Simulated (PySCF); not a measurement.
From a computed spectrum to the compound

A species of 13 atoms with charge 3 has these harmonic modes (PBE0, small Gaussian bases with core potentials, PySCF 2.14.0):

| cm⁻¹ | km/mol | symmetry |
| --- | --- | --- |
| 41 | 4.5 |  |
| 41 | 4.5 |  |
| 48 | 2.2 |  |
| 53 | 0.0 |  |
| 60 | 3.2 |  |
| 65 | 0.0 |  |
| 112 | 1.8 |  |
| 112 | 1.8 |  |
| 135 | 0.0 |  |
| 365 | 21.4 |  |
| 365 | 21.4 |  |
| 371 | 18.3 |  |
| 373 | 0.0 |  |
| 572 | 0.0 |  |
| 588 | 6.2 |  |
| 588 | 6.2 |  |
| 601 | 6.5 |  |
| 625 | 451.0 |  |
| 625 | 451.0 |  |
| 631 | 0.0 |  |
| 644 | 845.4 |  |
| 1666 | 182.3 |  |
| 1666 | 158.8 |  |
| 1666 | 158.8 |  |
| 1671 | 0.0 |  |
| 3632 | 608.8 |  |
| 3632 | 608.8 |  |
| 3632 | 692.0 |  |
| 3652 | 0.0 |  |
| 3677 | 0.0 |  |
| 3680 | 707.0 |  |
| 3680 | 707.0 |  |
| 3680 | 98.1 |  |

Problem. Which species is it, and in which structure?

Solution. [Ce(H2O)4]3+ (doublet):
```xyz
13

Ce    0.0000    0.0000    0.0000
O     1.3678    1.3727    1.3637
H     1.9329    1.1039    2.1215
H     1.5351    2.3382    1.2883
O    -1.3678   -1.3637    1.3727
H    -1.5351   -1.2883    2.3382
H    -1.9329   -2.1215    1.1039
O     1.3678   -1.3727   -1.3637
H     1.5351   -2.3382   -1.2883
H     1.9329   -1.1039   -2.1215
O    -1.3678    1.3637   -1.3727
H    -1.9329    2.1215   -1.1039
H    -1.5351    1.2883   -2.3382
```
Ideal gas at 298.15 K and 1 bar: S = 487.3 J/(mol K), Cp = 167.5 J/(mol K), H − H(0 K) = 35.4 kJ/mol (rigid rotor, harmonic modes, spin degeneracy alone; the modes under 60 cm⁻¹ make these uncertain). Open shells may have lower solutions than the one found.
 This is one of several that fit.
